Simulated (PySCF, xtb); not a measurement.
ClFGaHO, SMILES [Cl][Ga]([F])[OH]. Other conformers were not sampled.

Harmonic wavenumbers (cm⁻¹) from GFN2-xTB in xtb 6.7.1 at its own minimum, in rising order: 99, 146, 156, 342, 375, 453, 554, 660, 3559.

**Question.** What does ωB97X-D3(BJ)/def2-SVP (PySCF) give at its own minimum? (The exact figures need the calculation; the answer reports its results.)

**Answer.** 151, 183, 185, 353, 454, 714, 766, 831, 3904. Paired by order, the mean absolute difference is 133 cm⁻¹ and the zero-point energies are 9.1 and 10.8 kcal/mol.
